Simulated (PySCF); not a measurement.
C4H7BFN, SMILES C=C=CB(F)NC.

Coordinates come from a PBE-D3(BJ)/def2-SVP optimisation. The structure was generated by enumeration, and PubChem lists no compound with its InChIKey, so it may never have been made. The values are those of a single conformer.

Computed with PBE-D3(BJ)/def2-SVP in PySCF.

Frequencies are harmonic and unscaled.

Computed vibrational spectrum:
```json
[
 {"mode": "1", "ν (cm⁻¹)": "53", "IR (km/mol)": "0.5", "moving atoms (share of kinetic energy)": "C 37 %, H 26 %, F 21 %, N 14 %"},
 {"mode": "2", "ν (cm⁻¹)": "93", "IR (km/mol)": "0.5", "moving atoms (share of kinetic energy)": "C 65 %, H 21 %, N 9 %"},
 {"mode": "3", "ν (cm⁻¹)": "148", "IR (km/mol)": "0.1", "moving atoms (share of kinetic energy)": "H 91 %"},
 {"mode": "4", "ν (cm⁻¹)": "159", "IR (km/mol)": "2.7", "moving atoms (share of kinetic energy)": "H 35 %, C 29 %, N 29 %"},
 {"mode": "5", "ν (cm⁻¹)": "218", "IR (km/mol)": "1.2", "moving atoms (share of kinetic energy)": "C 37 %, F 31 %, H 20 %"},
 {"mode": "6", "ν (cm⁻¹)": "323", "IR (km/mol)": "8.4", "moving atoms (share of kinetic energy)": "F 38 %, C 37 %, H 10 %, N 9 %"},
 {"mode": "7", "ν (cm⁻¹)": "330", "IR (km/mol)": "4.6", "moving atoms (share of kinetic energy)": "H 64 %, C 32 %"},
 {"mode": "8", "ν (cm⁻¹)": "414", "IR (km/mol)": "2.2", "moving atoms (share of kinetic energy)": "C 39 %, H 36 %, B 17 %"},
 {"mode": "9", "ν (cm⁻¹)": "440", "IR (km/mol)": "2.4", "moving atoms (share of kinetic energy)": "C 64 %, F 13 %, N 12 %, H 10 %"},
 {"mode": "10", "ν (cm⁻¹)": "598", "IR (km/mol)": "9.7", "moving atoms (share of kinetic energy)": "C 50 %, F 16 %, H 15 %, B 10 %, N 10 %"},
 {"mode": "11", "ν (cm⁻¹)": "611", "IR (km/mol)": "30.0", "moving atoms (share of kinetic energy)": "H 81 %, B 11 %"},
 {"mode": "12", "ν (cm⁻¹)": "661", "IR (km/mol)": "52.8", "moving atoms (share of kinetic energy)": "B 51 %, H 25 %, C 14 %, N 9 %"},
 {"mode": "13", "ν (cm⁻¹)": "749", "IR (km/mol)": "1.0", "moving atoms (share of kinetic energy)": "C 33 %, N 28 %, F 20 %, H 19 %"},
 {"mode": "14", "ν (cm⁻¹)": "787", "IR (km/mol)": "55.4", "moving atoms (share of kinetic energy)": "H 75 %, C 25 %"},
 {"mode": "15", "ν (cm⁻¹)": "860", "IR (km/mol)": "18.9", "moving atoms (share of kinetic energy)": "H 89 %, C 11 %"},
 {"mode": "16", "ν (cm⁻¹)": "945", "IR (km/mol)": "0.3", "moving atoms (share of kinetic energy)": "H 60 %, C 40 %"},
 {"mode": "17", "ν (cm⁻¹)": "1036", "IR (km/mol)": "3.1", "moving atoms (share of kinetic energy)": "H 60 %, C 37 %"},
 {"mode": "18", "ν (cm⁻¹)": "1061", "IR (km/mol)": "34.9", "moving atoms (share of kinetic energy)": "H 71 %, C 15 %"},
 {"mode": "19", "ν (cm⁻¹)": "1091", "IR (km/mol)": "12.0", "moving atoms (share of kinetic energy)": "B 26 %, C 25 %, H 24 %, N 23 %"},
 {"mode": "20", "ν (cm⁻¹)": "1103", "IR (km/mol)": "0.2", "moving atoms (share of kinetic energy)": "H 75 %, C 19 %"},
 {"mode": "21", "ν (cm⁻¹)": "1162", "IR (km/mol)": "90.8", "moving atoms (share of kinetic energy)": "H 34 %, C 29 %, B 17 %, N 14 %"},
 {"mode": "22", "ν (cm⁻¹)": "1261", "IR (km/mol)": "69.2", "moving atoms (share of kinetic energy)": "H 56 %, C 27 %, B 16 %"},
 {"mode": "23", "ν (cm⁻¹)": "1343", "IR (km/mol)": "116.8", "moving atoms (share of kinetic energy)": "H 56 %, B 30 %"},
 {"mode": "24", "ν (cm⁻¹)": "1392", "IR (km/mol)": "6.2", "moving atoms (share of kinetic energy)": "H 68 %, C 31 %"},
 {"mode": "25", "ν (cm⁻¹)": "1414", "IR (km/mol)": "141.9", "moving atoms (share of kinetic energy)": "H 51 %, C 29 %, B 16 %"},
 {"mode": "26", "ν (cm⁻¹)": "1420", "IR (km/mol)": "5.4", "moving atoms (share of kinetic energy)": "H 97 %"},
 {"mode": "27", "ν (cm⁻¹)": "1423", "IR (km/mol)": "20.0", "moving atoms (share of kinetic energy)": "H 85 %"},
 {"mode": "28", "ν (cm⁻¹)": "1533", "IR (km/mol)": "228.1", "moving atoms (share of kinetic energy)": "N 39 %, B 31 %, H 28 %"},
 {"mode": "29", "ν (cm⁻¹)": "1998", "IR (km/mol)": "169.6", "moving atoms (share of kinetic energy)": "C 98 %"},
 {"mode": "30", "ν (cm⁻¹)": "2941", "IR (km/mol)": "79.5", "moving atoms (share of kinetic energy)": "H 97 %"},
 {"mode": "31", "ν (cm⁻¹)": "3001", "IR (km/mol)": "31.2", "moving atoms (share of kinetic energy)": "H 90 %, C 10 %"},
 {"mode": "32", "ν (cm⁻¹)": "3055", "IR (km/mol)": "0.2", "moving atoms (share of kinetic energy)": "H 95 %"},
 {"mode": "33", "ν (cm⁻¹)": "3063", "IR (km/mol)": "0.9", "moving atoms (share of kinetic energy)": "H 92 %, C 8 %"},
 {"mode": "34", "ν (cm⁻¹)": "3081", "IR (km/mol)": "5.4", "moving atoms (share of kinetic energy)": "H 91 %, C 9 %"},
 {"mode": "35", "ν (cm⁻¹)": "3139", "IR (km/mol)": "0.0", "moving atoms (share of kinetic energy)": "H 89 %, C 11 %"},
 {"mode": "36", "ν (cm⁻¹)": "3516", "IR (km/mol)": "13.7", "moving atoms (share of kinetic energy)": "H 93 %"}
]
```
